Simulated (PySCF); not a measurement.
## Ionisation energy of Sc by level of theory

Sc [Ar] 3d1 4s2 (2D) → Sc⁺ [Ar] 3d1 4s1 (3D), as a difference of total energies. Calculation: PySCF 2.14, in def2-QZVPPD (11s6p5d3f2g, 93 functions); the non-relativistic Hamiltonian (point nucleus). Correlated levels: valence: [Ar] frozen; valence and next inner shell: [Ne] frozen. The calculations carry no spin-orbit coupling.

| method | ionisation energy (eV) |
| --- | --- |
| UHF | 5.360 |
| LDA | 6.652 |
| PBE0 | 6.343 |
| MN15 | 6.701 |
| LC-wPBE | 6.165 |
| r2SCAN0 | 6.240 |
| MP2 (valence) | 6.078 |
| SCS-MP2 (valence) | 6.228 |
| MP2 (valence and next inner shell) | 6.328 |
| SCS-MP2 (valence and next inner shell) | 6.407 |

How much does correlation contribute at MP2 (valence and next inner shell)?

6.328 − (5.360) = 0.968 eV, measured against UHF.

These non-relativistic numbers lack the scalar-relativistic shift.

Errors of the correlated levels include the incompleteness of this basis and the frozen core.

MP2 underrates the near-degeneracy of ns² with np² in the lower species.

For comparison: 6.562 eV (measured; NIST levels, between the centres of gravity of the two terms).
